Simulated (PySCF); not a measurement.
Cl2Te (SMILES Cl[Te]Cl), singlet, geometry from GFN2-xTB (all electrons, no relativity); PySCF with CASSCF(2,2)/STO-3G.

Here is a job for PySCF.
```python
from pyscf import gto, scf, mcscf
import numpy

mol = gto.Mole()
mol.atom = '''
    Te    0.018952   -0.015321    0.614084
    Cl    1.078357    1.356778   -0.940097
    Cl   -1.136327   -1.309916   -0.938279
'''
mol.basis = 'sto-3g'
mol.charge = 0
mol.spin = 0
mol.verbose = 4
mol.build()

mf = scf.RHF(mol)
mf.kernel()
mc = mcscf.CASSCF(mf, 2, 2)
mc.fix_spin_(ss=0.0)
mc = mc.newton()
mc.kernel()
occ = numpy.linalg.eigvalsh(mc.fcisolver.make_rdm1(mc.ci, mc.ncas, mc.nelecas))[::-1]
ss = mc.fcisolver.spin_square(mc.ci, mc.ncas, mc.nelecas)[0]
print('natural occupations', occ.round(4), ' <S^2>', round(ss, 4))
```

What the program printed (banner, timings and long lists left out):

```
PySCF version 2.14.0

[INPUT] verbose = 4
[INPUT] num. atoms = 3
[INPUT] num. electrons = 86
[INPUT] charge = 0
[INPUT] spin (= nelec alpha-beta = 2S) = 0
[INPUT] symmetry False subgroup None
[INPUT] Mole.unit = angstrom
[INPUT] Symbol           X                Y                Z      unit          X                Y                Z       unit  Magmom
[...]
nuclear repulsion = 445.968862935065
number of shells = 21
number of NR pGTOs = 135
number of NR cGTOs = 45
basis = sto-3g
ecp = {}

******** <class 'pyscf.scf.hf.RHF'> ********
method = RHF
initial guess = minao
damping factor = 0
level_shift factor = 0
DIIS = <class 'pyscf.scf.diis.CDIIS'>
diis_start_cycle = 1
diis_space = 8
diis_damp = 0
SCF conv_tol = 1e-09
SCF conv_tol_grad = None
SCF max_cycles = 50
direct_scf = True
direct_scf_tol = 1e-13
Set gradient conv threshold to 3.16228e-05
Initial guess from minao.
init E= -7435.46186297929
[...]
cycle= 1 E= -7456.32447352053  delta_E= -20.9  |g|= 0.161  |ddm|=  2.8
[...]
cycle= 2 E= -7456.330827285  delta_E= -0.00635  |g|= 0.0198  |ddm|= 0.216
[...]
cycle= 3 E= -7456.33114144964  delta_E= -0.000314  |g|= 0.00475  |ddm|= 0.0622
[...]
cycle= 4 E= -7456.33117124687  delta_E= -2.98e-05  |g|= 0.000939  |ddm|= 0.0234
[...]
cycle= 5 E= -7456.33117255183  delta_E= -1.3e-06  |g|= 0.000207  |ddm|= 0.00521
[...]
cycle= 6 E= -7456.3311726161  delta_E= -6.43e-08  |g|= 5.79e-05  |ddm|= 0.00111
[...]
cycle= 7 E= -7456.33117262167  delta_E= -5.57e-09  |g|= 2.82e-06  |ddm|= 0.000411
[...]
cycle= 8 E= -7456.33117262164  delta_E= 3.09e-11  |g|= 3.1e-07  |ddm|= 1.82e-05
[...]
Extra cycle  E= -7456.33117262162  delta_E= 2.09e-11  |g|= 1.1e-07  |ddm|= 1.09e-06
converged SCF energy = -7456.33117262162

******** <class 'pyscf.mcscf.newton_casscf.CASSCF'> ********
CAS (1e+1e, 2o), ncore = 42, nvir = 1
max_cycle_macro = 50
max_cycle_micro = 10
conv_tol = 1e-07
conv_tol_grad = None
orbital rotation max_stepsize = 0.03
augmented hessian ah_max_cycle = 30
augmented hessian ah_conv_tol = 1e-12
augmented hessian ah_linear dependence = 1e-14
augmented hessian ah_level shift = 1e-08
augmented hessian ah_start_tol = 500
augmented hessian ah_start_cycle = 3
augmented hessian ah_grad_trust_region = 3
kf_trust_region = 3
kf_interval = 5
natorb = False
canonicalization = True
internal_rotation = False
******** <class 'pyscf.fci.addons.SpinPenaltyFCISolver'> ********
max. cycles = 50
conv_tol = 1e-08
davidson only = True
linear dependence = 1e-12
level shift = 0.001
max iter space = 12
nroots = 1
pspace_size = 400
spin = None

WARN: SO-CASSCF (Second order CASSCF) is an experimental feature. Its performance is bad for large systems.

CASCI E = -7456.33209874386  dE = -7456.3321  S^2 = 0.0000000
Set conv_tol_grad to 0.000316228
macro 1 (9 JK  5 micro), CASSCF E = -7456.33217509456  dE = -7.635e-05  |grad|=0.000772  S^2 = 0.0000000
macro 2 (6 JK  2 micro), CASSCF E = -7456.33218295116  dE = -7.857e-06  |grad|=0.000379  S^2 = 0.0000000
macro 3 (5 JK  1 micro), CASSCF E = -7456.33218295116  dE = -9.095e-13  |grad|=0.000375  S^2 = 0.0000000
macro 4 (5 JK  1 micro), CASSCF E = -7456.33218295116  dE = 0  |grad|=0.000375  S^2 = 0.0000000
macro 5 (5 JK  1 micro), CASSCF E = -7456.33218295116  dE = 1.819e-12  |grad|=0.000375  S^2 = 0.0000000
macro 6 (5 JK  1 micro), CASSCF E = -7456.33218295116  dE = -2.728e-12  |grad|=0.000376  S^2 = 0.0000000
macro 7 (5 JK  1 micro), CASSCF E = -7456.33218295116  dE = 0  |grad|=0.000375  S^2 = 0.0000000
macro 8 (5 JK  1 micro), CASSCF E = -7456.33218295116  dE = -9.095e-13  |grad|=0.000375  S^2 = 0.0000000
macro 9 (5 JK  1 micro), CASSCF E = -7456.33218295116  dE = 9.095e-13  |grad|=0.000375  S^2 = 0.0000000
macro 10 (5 JK  1 micro), CASSCF E = -7456.33218295116  dE = 1.819e-12  |grad|=0.000375  S^2 = 0.0000000
macro 11 (5 JK  1 micro), CASSCF E = -7456.33218295116  dE = 9.095e-13  |grad|=0.000375  S^2 = 0.0000000
macro 12 (5 JK  1 micro), CASSCF E = -7456.33218295116  dE = -9.095e-13  |grad|=0.000375  S^2 = 0.0000000
[...]
macro 15 (5 JK  1 micro), CASSCF E = -7456.33218295117  dE = 0  |grad|=0.000375  S^2 = 0.0000000
macro 16 (5 JK  1 micro), CASSCF E = -7456.33218295116  dE = 2.728e-12  |grad|=0.000375  S^2 = 0.0000000
macro 17 (4 JK  1 micro), CASSCF E = -7456.33218295116  dE = 0  |grad|=0.000375  S^2 = 0.0000000
macro 18 (4 JK  1 micro), CASSCF E = -7456.33218295116  dE = 0  |grad|=0.000375  S^2 = 0.0000000
macro 19 (4 JK  1 micro), CASSCF E = -7456.33218295116  dE = 2.728e-12  |grad|=0.000375  S^2 = 0.0000000
macro 20 (4 JK  1 micro), CASSCF E = -7456.33218295116  dE = -3.638e-12  |grad|=0.000375  S^2 = 0.0000000
macro 21 (4 JK  1 micro), CASSCF E = -7456.33218295116  dE = 0  |grad|=0.000375  S^2 = 0.0000000
macro 22 (4 JK  1 micro), CASSCF E = -7456.33218295116  dE = 0  |grad|=0.000375  S^2 = 0.0000000
macro 23 (4 JK  1 micro), CASSCF E = -7456.33218295116  dE = 0  |grad|=0.000375  S^2 = 0.0000000
macro 24 (4 JK  1 micro), CASSCF E = -7456.33218295116  dE = 0  |grad|=0.000375  S^2 = 0.0000000
macro 25 (4 JK  1 micro), CASSCF E = -7456.33218295116  dE = 3.638e-12  |grad|=0.000375  S^2 = 0.0000000
macro 26 (5 JK  1 micro), CASSCF E = -7456.33218295116  dE = 0  |grad|=0.000375  S^2 = 0.0000000
macro 27 (4 JK  1 micro), CASSCF E = -7456.33218295116  dE = -4.547e-12  |grad|=0.000375  S^2 = 0.0000000
macro 28 (4 JK  1 micro), CASSCF E = -7456.33218295116  dE = 0  |grad|=0.000375  S^2 = 0.0000000
macro 29 (5 JK  1 micro), CASSCF E = -7456.33218295116  dE = 0  |grad|=0.000375  S^2 = 0.0000000
macro 30 (4 JK  1 micro), CASSCF E = -7456.33218295116  dE = 9.095e-13  |grad|=0.000375  S^2 = 0.0000000
macro 31 (4 JK  1 micro), CASSCF E = -7456.33218295116  dE = 0  |grad|=0.000375  S^2 = 0.0000000
macro 32 (5 JK  1 micro), CASSCF E = -7456.33218295116  dE = -9.095e-13  |grad|=0.000375  S^2 = 0.0000000
macro 33 (4 JK  1 micro), CASSCF E = -7456.33218295116  dE = 0  |grad|=0.000375  S^2 = 0.0000000
macro 34 (4 JK  1 micro), CASSCF E = -7456.33218295116  dE = 0  |grad|=0.000375  S^2 = 0.0000000
macro 35 (4 JK  1 micro), CASSCF E = -7456.33218295116  dE = 0  |grad|=0.000375  S^2 = 0.0000000
macro 36 (5 JK  1 micro), CASSCF E = -7456.33218295116  dE = 3.638e-12  |grad|=0.000375  S^2 = 0.0000000
macro 37 (4 JK  1 micro), CASSCF E = -7456.33218295116  dE = 0  |grad|=0.000375  S^2 = 0.0000000
macro 38 (4 JK  1 micro), CASSCF E = -7456.33218295116  dE = -9.095e-13  |grad|=0.000375  S^2 = 0.0000000
macro 39 (4 JK  1 micro), CASSCF E = -7456.33218295116  dE = 9.095e-13  |grad|=0.000375  S^2 = 0.0000000
macro 40 (4 JK  1 micro), CASSCF E = -7456.33218295116  dE = -9.095e-13  |grad|=0.000375  S^2 = 0.0000000
macro 41 (4 JK  1 micro), CASSCF E = -7456.33218295116  dE = 3.638e-12  |grad|=0.000375  S^2 = 0.0000000
macro 42 (4 JK  1 micro), CASSCF E = -7456.33218295116  dE = -3.638e-12  |grad|=0.000375  S^2 = 0.0000000
macro 43 (4 JK  1 micro), CASSCF E = -7456.33218295116  dE = 0  |grad|=0.000375  S^2 = 0.0000000
macro 44 (4 JK  1 micro), CASSCF E = -7456.33218295116  dE = 3.638e-12  |grad|=0.000375  S^2 = 0.0000000
macro 45 (4 JK  1 micro), CASSCF E = -7456.33218295116  dE = -3.638e-12  |grad|=0.000375  S^2 = 0.0000000
macro 46 (4 JK  1 micro), CASSCF E = -7456.33218295116  dE = 3.638e-12  |grad|=0.000375  S^2 = 0.0000000
macro 47 (4 JK  1 micro), CASSCF E = -7456.33218295116  dE = 0  |grad|=0.000375  S^2 = 0.0000000
macro 48 (4 JK  1 micro), CASSCF E = -7456.33218295115  dE = 4.547e-12  |grad|=0.000375  S^2 = 0.0000000
macro 49 (5 JK  1 micro), CASSCF E = -7456.33218295116  dE = -3.638e-12  |grad|=0.000375  S^2 = 0.0000000
macro 50 (5 JK  1 micro), CASSCF E = -7456.33218295116  dE = 0  |grad|=0.000375  S^2 = 0.0000000
newton CASSCF not converged, 50 macro (100 KF 127 Hx) steps
CASSCF canonicalization
Density matrix diagonal elements [1.99420341 0.00579659]
CASSCF energy = -7456.33218295116
CASCI E = -7456.33218295116  E(CI) = -0.942800843818077  S^2 = 0.0000000
natural occupations [1.9942 0.0058]  <S^2> 0.0
```

Convergence was not reached.
